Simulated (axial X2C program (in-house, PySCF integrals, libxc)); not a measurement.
**Spin–orbit effects down a group: molecules with I (ions), HF**

All values come from calculations with an in-house all-electron X2C program for linear molecules (integrals from PySCF), spin-free (one-electron X2C) or two-component (2c: spin–orbit coupling with atomic mean-field Coulomb and Gaunt terms, which also bring small scalar terms), in Dyall basis sets with cores contracted in-house; open shells are unrestricted.

Basis sets: H dyall-v3z, I dyall-cv3z, K dyall-cv3z, Li dyall-cv3z, Na dyall-cv3z, Rb dyall-cv3z.

```
molecule   spin-free state  Re (Å)  ωe (cm⁻¹)  De (eV)  2c state  Re 2c (Å)  ωe 2c (cm⁻¹)  De 2c (eV)
     HI⁺  M_S = 1/2, Λ = 1   1.617     2345.3     2.10   Ω = 3/2      1.620        2330.5         n/a
    LiI⁺  M_S = 1/2, Λ = 1   2.754      284.9     0.53   Ω = 3/2      2.757         284.6        0.54
    NaI⁺  M_S = 1/2, Λ = 1   3.164      127.7     0.28   Ω = 3/2      3.166         127.8        0.28
     KI⁺  M_S = 1/2, Λ = 1   3.708       72.4     0.10   Ω = 3/2      3.710          72.6        0.10
    RbI⁺  M_S = 1/2, Λ = 1   3.923       48.9     0.06   Ω = 3/2      3.924          49.1        0.06
```

Fragments in 2c: I+ + H, I + Li+, I + Na+, I + K+, I + Rb+. Each entry is the lowest single determinant of a limited PBE0 search at one distance. De goes to single-determinant-based atoms at the same level (for ions the charge split of lowest energy) and is withheld (n/a) where an atom does not fit its ground term or J level. Main or longest-lived isotopes. One determinant is a doubtful description, or other states lie close, for NaI⁺, KI⁺, RbI⁺; these need not be ground states, and all values refer to the states named. Where the atoms have a lower orbital projection than the molecule, De at mean-field level may be about a tenth of an eV too small.
